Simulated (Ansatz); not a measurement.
`FC(F)(F)C1=CC(C(F)(F)F)=[O+][B-](Cl)(Cl)O1` and `FC(F)(F)C1=CC(C(F)(F)F)=[O+][Al-]([F])([Cl])[O]1` differ in one atom or group.

Ansatz, PBE0-D4/def2-TZVP geometries, multiplicity 1. 

```json
{"property": "HOMO–LUMO gap (PBE0/def2-TZVPP) / eV", "`FC(F)(F)C1=CC(C(F)(F)F)=[O+][B-](Cl)(Cl)O1`": "4.38"}
{"property": "size of the dipole moment (B3LYP/def2-TZVPP) / D", "`FC(F)(F)C1=CC(C(F)(F)F)=[O+][B-](Cl)(Cl)O1`": "4.42"}
{"property": "LUMO energy (ωB97M-V/def2-TZVPP) / eV", "`FC(F)(F)C1=CC(C(F)(F)F)=[O+][B-](Cl)(Cl)O1`": "-1.99"}
{"property": "HOMO energy (ωB97M-V/def2-TZVPP) / eV", "`FC(F)(F)C1=CC(C(F)(F)F)=[O+][B-](Cl)(Cl)O1`": "-10.72"}
{"property": "HOMO–LUMO gap (B3LYP/def2-TZVPP) / eV", "`FC(F)(F)C1=CC(C(F)(F)F)=[O+][B-](Cl)(Cl)O1`": "3.90"}
{"property": "HOMO–LUMO gap (PBE/def2-TZVPP) / eV", "`FC(F)(F)C1=CC(C(F)(F)F)=[O+][B-](Cl)(Cl)O1`": "2.32"}
```

Problem. What does the change do to each property? (An estimate is asked.)

Solution. The calculation gave: 
```
                                        property  `FC(F)(F)C1=CC(C(F)(F)F)=[O+][Al-]([F])([Cl])[O]1`  shift
            HOMO–LUMO gap (PBE0/def2-TZVPP) / eV                                                5.14   0.76
size of the dipole moment (B3LYP/def2-TZVPP) / D                                                3.65  -0.77
           LUMO energy (ωB97M-V/def2-TZVPP) / eV                                               -1.72   0.27
           HOMO energy (ωB97M-V/def2-TZVPP) / eV                                              -11.14  -0.42
           HOMO–LUMO gap (B3LYP/def2-TZVPP) / eV                                                4.71   0.81
             HOMO–LUMO gap (PBE/def2-TZVPP) / eV                                                3.10   0.78
```

With PBE0 the HOMO falls by 0.52 eV and the LUMO rises by 0.25 eV, so the gap widens by about 0.77 eV. PBE moves the HOMO by -0.59 eV and ωB97M-V by -0.42 eV. Dipoles are sizes alone; their direction can turn.

B3LYP here is the variant with VWN-RPA as its local correlation; programs differ in this.
